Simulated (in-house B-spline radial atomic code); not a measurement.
**Ionising Ru²⁺ with different functionals**

Computed with a radial B-spline atomic code at the basis-set limit: scalar-relativistic (spin-free X2C) Hamiltonian, Fermi nucleus of rms radius 4.4809 fm, spin-polarised at highest spin, spherical fractional occupations for the functionals, the average over the highest-spin determinants for Hartree-Fock. The ionisation energy is the difference of two self-consistent energies, [Kr] 4d6 → [Kr] 4d5, without Breit or QED terms; ε is the level of the shell that loses the electron (its least bound occupied spin orbital). There is no spin-orbit coupling in this Hamiltonian.

Hybrids are left out here: with spherical fractional occupations of an open shell their exact exchange keeps a self-interaction that integer-occupation calculations don't have.

| method | rung | ΔSCF (eV) | -ε(4d) (eV) |
| --- | --- | --- | --- |
| Hartree-Fock | Hartree-Fock | 26.36 | 27.64 |
| LDA VWN5 | LDA | 28.90 | 22.77 |
| LDA PW92 | LDA | 28.90 | 22.78 |
| LDA exchange-only | LDA | 26.88 | 20.92 |
| PBE | GGA | 28.43 | 22.33 |
| PBEsol | GGA | 28.43 | 22.34 |
| BLYP | GGA | 28.55 | 22.40 |
| RPBE | GGA | 28.36 | 22.24 |
| PW91 | GGA | 28.54 | 22.42 |
| BP86 | GGA | 28.60 | 22.50 |
| AM05 | GGA | 28.50 | 22.39 |
| OLYP | GGA | 28.51 | 22.29 |
| TPSS | meta-GGA | 28.20 | 22.09 |
| SCAN | meta-GGA | 27.56 | 21.72 |
| r2SCAN | meta-GGA | 27.54 | 21.69 |
| revTPSS | meta-GGA | 28.10 | 22.00 |

Q: How do they compare with the NIST value?

A: NIST lists 28.470 eV (semi-empirical, ground level to ground level). Errors run from -2.11 to +0.43 eV; AM05 is closest (+0.03 eV), but part of that can be cancellation, since the calculations leave out spin-orbit coupling, Breit-QED terms, multiplet and fine-structure energies. Hartree-Fock also lacks correlation.
